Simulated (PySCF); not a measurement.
GeH₄, SMILES [GeH4]. Atoms are numbered in the order given.

```xyz
5

Ge     0.0000     0.0000     0.0000
H      0.8845    -0.8845    -0.8845
H     -0.8845    -0.8845     0.8845
H     -0.8845     0.8845    -0.8845
H      0.8845     0.8845     0.8845
```

Coordinates come from a ωB97X-D3(BJ)/def2-TZVPD optimisation. The isomer is the one that the SMILES or the coordinates give; other isomers of the formula were not compared.

The numbers are results of r2SCAN/def2-TZVPD (PySCF), not measurements.

Symmetry labels are those of the subgroup D2 that the program uses (full group Td).

### Question
List the valence orbital energies around the gap with their symmetry. (Estimate from the structure and the level; the computed values follow.)

### Answer

| orbital | symmetry | energy (eV) |
|---|---|---|
| HOMO−7 | B2 | -30.37 |
| HOMO−6 | B3 | -30.37 |
| HOMO−5 | A | -30.29 |
| HOMO−4 | A | -30.29 |
| HOMO−3 | A | -14.46 |
| HOMO−2 | B1 | -8.70 |
| HOMO−1 | B2 | -8.70 |
| HOMO | B3 | -8.70 |
| LUMO | A | 0.36 |
| LUMO+1 | B3 | 0.86 |
| LUMO+2 | B1 | 0.86 |
| LUMO+3 | B2 | 0.86 |
